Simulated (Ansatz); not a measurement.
The cluster Be₅. Charge 0, multiplicity 5. Geometry PBE/def2-TZVP; atoms count from 1.

```
atom    x (Å)    y (Å)    z (Å)
 Be1  -0.6568  -0.5002  -0.7789
 Be2  -0.1963  -0.4025   1.2055
 Be3   1.1620  -1.1639  -0.1847
 Be4  -1.1243   1.1926   0.2297
 Be5   0.8153   0.8740  -0.4715
```

At PBE0/def2-TZVP a broken-symmetry singlet of charge 0 lies 1.60 eV below the quintet, each at its own geometry. The structure comes from a short search, and lower isomers may exist.

Problem. Estimate the Mulliken populations from the PBE0/def2-TZVP orbitals of Ansatz.

Solution. 
```json
{"atom": "Be1", "charge (e)": "0.02", "spin (α − β)": "0.64"}
{"atom": "Be2", "charge (e)": "0.12", "spin (α − β)": "0.60"}
{"atom": "Be3", "charge (e)": "-0.13", "spin (α − β)": "1.08"}
{"atom": "Be4", "charge (e)": "-0.13", "spin (α − β)": "1.08"}
{"atom": "Be5", "charge (e)": "0.12", "spin (α − β)": "0.60"}
```
Mulliken values depend strongly on the basis.

Problem. Where does the spin sit?

Solution. Summed by element: Be 4.00, of 4 unpaired in all. Largest on single atoms: Be3 1.08, Be4 1.08, Be1 0.64.

Problem. And the Mayer bond orders between heavy atoms (over 0.3)?

Solution. Be1–Be2 0.55 (2.04 Å); Be1–Be3 0.76 (2.03 Å); Be1–Be4 0.76 (2.03 Å); Be1–Be5 0.55 (2.04 Å); Be2–Be3 0.75 (2.09 Å); Be2–Be4 0.75 (2.09 Å); Be2–Be5 0.37 (2.34 Å); Be3–Be5 0.75 (2.09 Å); Be4–Be5 0.75 (2.09 Å).
